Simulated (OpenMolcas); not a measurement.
C+: the spin-orbit constant, thermal populations, worked from levels

| Property | Result |
| --- | --- |
| Program | OpenMolcas 26.06 |
| Basis | ANO-RCC-VTZP [4s3p2d1f] |
| Scalar Hamiltonian | DKH2, point nucleus |
| Active space | 3 electrons in 9 orbitals (RAS2 2s 2p; RAS3 3d, at most 2 electrons) |
| State averaging | 2S+1 = 4 odd, 1 root; 2S+1 = 2 odd, 11 roots; 2S+1 = 4 even, 3 roots; 2S+1 = 2 even, 9 roots |
| Spin-orbit coupling | RASSI with atomic mean-field integrals over the reference wave functions, term energies averaged over their components |

Methods: RASSCF; MS-RASPT2, IPEA 0.25 Eh, imaginary shift 0.1 Eh (closed shells correlated: 1s). Measured levels: NIST Handbook of Basic Atomic Spectroscopic Data.

**The spin-orbit constant.** For the Hund term 2P* of p1, E(J) = (A/2) J(J+1) + constant and ζ = 2S·A = A. From J = 1/2 to J = 3/2 the energy changes by 1.5 A.

| Source | E(3/2) - E(1/2) | A | ζ |
| --- | --- | --- | --- |
| RASSCF | 56.0 | 37.3 | 37 |
| MS-RASPT2 | 56.2 | 37.5 | 37 |
| measured | 63.4 | 42.3 | 42 |

All in cm-1. MS-RASPT2 is off by -11.4 % and RASSCF by -11.7 %. Both methods take the spin-orbit matrix elements from the reference wave functions, so the second can move ζ only through the term energies and any multistate remixing.

**Thermal populations.** Z = Σ (2J + 1) exp(-E/kT) with k = 0.695035 cm-1/K, over the levels below. No other level of either list lies under 90000 cm-1, which is above 7 kT at each temperature.

```json
{"Level": "2s2 2p 2P* 1/2", "2J + 1": "2", "MS-RASPT2": "0.0", "measured": "0.0"}
{"Level": "2s2 2p 2P* 3/2", "2J + 1": "4", "MS-RASPT2": "56.2", "measured": "63.4"}
{"Level": "2s 2p2 4P 1/2", "2J + 1": "2", "MS-RASPT2": "42230", "measured": "43003"}
{"Level": "2s 2p2 4P 3/2", "2J + 1": "4", "MS-RASPT2": "42250", "measured": "43025"}
{"Level": "2s 2p2 4P 5/2", "2J + 1": "6", "MS-RASPT2": "42290", "measured": "43054"}
{"Level": "2s 2p2 2D 3/2", "2J + 1": "4", "MS-RASPT2": "75030", "measured": "74933"}
{"Level": "2s 2p2 2D 5/2", "2J + 1": "6", "MS-RASPT2": "75030", "measured": "74930"}
```

```json
{"T (K)": "5000", "Z, MS-RASPT2": "5.936", "Z, measured levels": "5.928", "Ground level (%), MS-RASPT2": "33.7", "Ground level (%), measured levels": "33.7"}
{"T (K)": "8000", "Z, MS-RASPT2": "5.966", "Z, measured levels": "5.960", "Ground level (%), MS-RASPT2": "33.5", "Ground level (%), measured levels": "33.6"}
{"T (K)": "12000", "Z, MS-RASPT2": "6.050", "Z, measured levels": "6.040", "Ground level (%), MS-RASPT2": "33.1", "Ground level (%), measured levels": "33.1"}
```

At 12000 K, kT = 8340 cm-1, and the computed levels give Z = 2.000 + 3.973 + 0.013 + 0.025 + 0.038 + 0.000 + 0.001 = 6.050.

CASPT2 breaks the degeneracy within a term, and the mean is taken; among the terms shown or strongly mixed into the levels shown the widest spread is 11 cm-1 (2s 2p2 2D, MS-RASPT2). Active for correlation alone: 3d; no level in the range computed is led by a configuration that fills it, so any true level of that kind is missing. Without dynamic correlation excited terms often stand tens of per cent too high (terms of higher spin than the ground term too low), and those without a measured partner can miss by more than the paired ones (holds for RASSCF). Measured partners are found by configuration, term and J. A level has none where our copy of the source lacks it or the pairing is in doubt (some pairs that miss far off the trend of their configuration count as doubtful), and it then counts in no deviation. Only configurations of the active space appear.

* marks odd parity.
